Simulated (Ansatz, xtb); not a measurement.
**Relative energy of two isomers of C4H2FNO2**

Structure I is `N#C[C@@H]1O[C@H](F)C1=O`, a singlet and structure II is `N#C[C@@H]1O[C@@H](F)C1=O`, a singlet. Both are isolated molecules in the gas phase, relaxed with B3LYP/def2-SVP.

Energies in hartree; the thermal terms are from GFN2-xTB frequencies at re-optimised GFN2-xTB minima (ideal gas, soft modes damped towards free rotors, one conformer each, 298.15 K, 1 atm) and include the zero-point energy:

|  | I | II |
| --- | --- | --- |
| E, CCSD(T)/def2-SVP | −457.084463 | −457.085024 |
| E, MP2/def2-SVP | −457.015955 | −457.016480 |
| E, MP2/def2-TZVPP | −457.864787 | −457.865411 |
| zero-point energy | 0.056124 | 0.056038 |
| H(298 K) − E | 0.064069 | 0.064009 |
| G(298 K) − E | 0.024174 | 0.024038 |

Correct the CCSD(T) difference for the basis set by the MP2 change, then work out ΔE, ΔE₀, ΔH and ΔG for I → II in kJ/mol (1 Eh = 2625.50 kJ/mol) and the equilibrium ratio [II]/[I].

1. Differences II − I: CCSD(T) −0.000561, MP2 in the small set −0.000525, MP2 in the large set −0.000624 Eh.
2. ΔE = −0.000561 + (−0.000624 − (−0.000525)) = −0.000660 Eh = −1.73 kJ/mol.
3. ΔE₀ = ΔE + ΔZPE = −0.000660 + (−0.000086) Eh = −1.96 kJ/mol.
4. ΔH = ΔE + (−0.000060) Eh = −1.89 kJ/mol.
5. ΔG = ΔE + (−0.000136) Eh = −2.09 kJ/mol, so ΔS = (ΔH − ΔG)/T = +0.7 J/(mol K).
6. kT = 0.9442 mEh, so K = [II]/[I] = exp(−ΔG/kT) = exp(+0.84) ≈ 2.3.

The two are too close for this level to say which is favoured. An error of 4 kJ/mol in ΔG would change K by a factor of 5. Mirror images and further conformers aren't counted.

As drawn, both hold the same kinds of bond in the same numbers.

Other levels gave ΔE = −2.4 (GFN2-xTB); −1.3 (HF/STO-3G, GFN2-xTB geometries); −1.7 (r2SCAN-D4/def2-SVP, GFN2-xTB geometries); −1.6 (B3LYP/def2-SVP); −2.1 (HF/def2-SVP); −1.4 (MP2/def2-SVP); −1.5 (CCSD(T)/def2-SVP) kJ/mol. The correlated steps freeze 8 core orbitals. Programs: Ansatz 0.2.0, xtb 6.7.1.
